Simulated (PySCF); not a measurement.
A run for PySCF: R-BP86/LANL2DZ on CH4Ge (SMILES [CH3][GeH]), a point of a bond scan (R = 1.927 Å).

```python
from pyscf import gto, scf, dft, mp
from pyscf.data.elements import chemcore

mol = gto.M(
    atom='''
    Ge   -0.26416113   -0.20224226    0.31354267
    H    -1.48716599   -0.65277156   -1.10527542
    C     1.00677717    0.72630048   -0.93210586
    H     1.87671680    1.13031224   -0.41651444
    H     0.48298915    1.53601658   -1.44986562
    H     1.33611896    0.02530398   -1.70554436
    ''',
    basis='lanl2dz',
    ecp={'Ge': 'lanl2dz'},
    charge=0, spin=0, verbose=3, max_memory=1800)
mf = dft.RKS(mol, xc='b88,p86')
mf.conv_tol = 1e-8
mf.max_cycle = 100
mf.kernel()
if not mf.converged:
    mf = mf.newton().run(mf.mo_coeff, mf.mo_occ)
```

The log:

```
converged SCF energy = -44.2350026378057
```

The calculation finished and met its thresholds.

Cost: around 4 core-seconds (rough).
